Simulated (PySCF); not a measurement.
Molecule: SMILES C=C(CCC)SC, C6H12S.

Bonds (- single, = double, # triple, : aromatic): C1=C2, C2-C3, C3-C4, C4-C5, C2-S6, S6-C7. C1 carries H8, H9; C3 carries H10, H11; C4 carries H12, H13; C5 carries H14, H15, H16; C7 carries H17, H18, H19. H9 is cis to C3; H8 is trans to C3.

Frames of a GFN2-xTB Langevin trajectory at 200 K; GIAO PBE0/pcSseg-1 shieldings in PySCF, gas phase, non-relativistic; equivalent atoms averaged within each frame.

Referencing at the same level of theory: $^{13}$C (186.93 ppm) and $^{1}$H (31.72 ppm) against TMS; $^{33}$S (503.73 ppm) vs CS2. The references are static minima.

**Question.** How do the shifts (ppm) fluctuate along the trajectory?

**Answer.** 
| time (fs) | C2 | C1 | C3 | C4 | C7 | C5 | S6 | H9 | H8 | H12/H13 |
| --- | --- | --- | --- | --- | --- | --- | --- | --- | --- | --- |
| 250 | 169.8 | 111.7 | 43.4 | 33.9 | 17.6 | 16.0 | 22 | 5.68 | 5.26 | 2.23 |
| 425 | 172.6 | 108.7 | 50.9 | 38.6 | 20.9 | 15.9 | 30 | 5.89 | 4.31 | 1.86 |
| 625 | 163.2 | 110.5 | 50.0 | 29.6 | 25.5 | 15.6 | 13 | 5.59 | 5.02 | 1.80 |
| 800 | 162.1 | 111.8 | 42.6 | 27.9 | 23.9 | 14.8 | 29 | 5.53 | 5.30 | 1.59 |
| 1000 | 163.0 | 103.7 | 46.4 | 31.9 | 19.1 | 19.1 | 29 | 5.00 | 4.66 | 1.76 |
| mean of frames | 166.1 | 109.3 | 46.7 | 32.4 | 21.4 | 16.3 | 25 | 5.54 | 4.91 | 1.85 |
| standard deviation | 4.7 | 3.3 | 3.8 | 4.2 | 3.3 | 1.6 | 7 | 0.33 | 0.42 | 0.24 |

5 frames give an uncertainty of the mean of about the standard deviation over 2.2 at best, since frames this close in time may not be independent; classical motion lacks zero-point vibration, and the reference would need the same averaging.
